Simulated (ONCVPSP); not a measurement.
# beryllium: excitation energies, all-electron against ONCV

```
Element                 : Be (Z = 4)
Generator               : ONCVPSP 4.0.1
Type                    : optimised norm-conserving Vanderbilt (ONCV)
Functional              : PBE
Relativity              : scalar-relativistic
Frozen core             : none
Valence charge          : 4
Reference configuration : 1s2 (charge +2)
Partial waves           : 1s: rc 0.50 bohr, ncon 4, nbas 9, qcut 27.5 1/bohr, 2 projectors, debl 0.8 Ha; p scattering state at 0.03 Ha: rc 0.40 bohr, ncon 4, nbas 9, qcut 16.3 1/bohr, 1 projector
Local potential         : polynomial inside 0.30 bohr (lpopt 5, dvloc0 6 Ha)
Core correction         : none
```

In the s channel the program set the typed energies aside and used -4.861, 0.250 Ha.

Energies are relative to the spin-unpolarised reference configuration 1s2; without spin polarisation the order of configurations can differ from experiment.

```
valence configuration  charge  ΔE all-electron (eV)  error AE − PS (meV)
              1s2 2s1      +1               -17.948                 +0.4
          1s2 2s1 2p1       0               -23.886                 +0.1
```

**Question.** What are ΔE and the potential's error for 1s2 2s1.5?

**Answer.** ΔE = -23.738 eV all-electron; the error (AE − PS) is +0.7 meV.

**Question.** What are ΔE and the potential's error for 1s2 2s2?

**Answer.** ΔE = -27.499 eV all-electron; the error (AE − PS) is +0.9 meV.

Levels in the configuration 1s2 2s1.5:

```json
{"level": "1s", "all-electron (eV)": "-111.593", "pseudo (eV)": "-111.610"}
{"level": "2s", "all-electron (eV)": "-9.498", "pseudo (eV)": "-9.498"}
```
